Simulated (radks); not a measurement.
Q: The iron ion Fe12+ is in [Ne] 3s2 3p2. Calculated with a radial shooting solver on a logarithmic mesh with Libxc functionals: scalar-relativistic Kohn-Sham, PBE, spin-polarised, spherical densities, finite nucleus; Fermi nuclear charge, rms radius of each element as measured or else 0.836 A^(1/3) + 0.57 fm. Open shells are filled with parallel spins first. One electron is removed from 2p, 2s, 3p, 3s in turn, with full relaxation. Which removal costs least, and what does each cost?

A: 3p 359.80 eV; 3s 387.32 eV; 2p 1083.2 eV; 2s 1197.3 eV. The 3p electron leaves first.
